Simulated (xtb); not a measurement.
Si(H)(Br)(Me)2 (C2H7BrSi), SMILES [SiH](Br)(C)C. All values are semi-empirical tight-binding results from xtb (GFN2-xTB unless named), good for trends rather than for accurate numbers. The structure is a stationary point at GFN2-xTB.

Computed properties:
```yaml
point_group_as_xtb_finds_it: Cs
orbital_gap: 5.89 eV
zero_point_energy: 52.0 kcal/mol
G − E(el) at 298.15 K (modified RRHO): 31.7 kcal/mol
static polarisability (D4 model): 74.4 bohr³
solvation energy, GFN2-xTB/ALPB(water): -1.4 kcal/mol
solvation energy, GFN2-xTB/ALPB(methanol): -4.8 kcal/mol
```
